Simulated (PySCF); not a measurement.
## Structure from 2D NMR

Compound of formula C6H13N3Si. Correlations simulated from computed shifts and the bond graph:

HSQC (one-bond C–H):
| δH | δC |
| --- | --- |
| 2.56 | 14.1 |
| 0.31 | -1.1 |

HMBC (two and three bonds, from the bond graph):
| δH | δC |
| --- | --- |
| 2.56 | 154.2, 147.4 |
| 0.31 | 147.4, -1.1 |

Carbons without hydrogens: δ 154.2, 147.4.

[PySCF: σ from GIAO-PBE0/pcSseg-1; coordinates at the GFN2-xTB level; one conformer; non-relativistic Hamiltonian; gas phase; rapidly exchanging positions averaged]

Shifts are taken against calculated references (same method and geometry level): TMS for 1H, 13C.

Exchangeable hydrogens are left out of these lists.

Problem. Work out the connectivity.

Solution. `Cc1n[nH]nc1[Si](C)(C)C`.

Atoms are numbered as in `[CH3:1][c:2]1[n:3][nH:4][n:5][c:6]1[Si:7]([CH3:8])([CH3:9])[CH3:10]`; H(Xn) means a hydrogen on atom n.

δC 154.2 is C2, a substituted aromatic carbon next to a ring nitrogen. δC 147.4 is C6, a substituted aromatic carbon next to a ring nitrogen. δC 14.1 is C1, a methyl carbon on an aromatic ring (δH 2.56). δC -1.1 is C8/C9/C10, a methyl carbon bonded to Si (δH 0.31). HMBC from δH 2.56 reaches the proton-free carbons C2, C6. HMBC from δH 0.31 reaches the proton-free carbon C6.

This is the structure that produced the data.

OH and NH positions are those of a molecule without intermolecular hydrogen bonds; in solution they move with solvent, concentration and temperature, and exchange usually removes their couplings. Shifts are as computed. Against solution values, carbons near 30 ppm lie about +3 ppm off and those near 130 ppm about +5 ppm. Of 1211 compounds with measured shifts, 218 miss one by over three times the rms of a fit or turn the order of signals round; such compounds aren't used in these exercises.
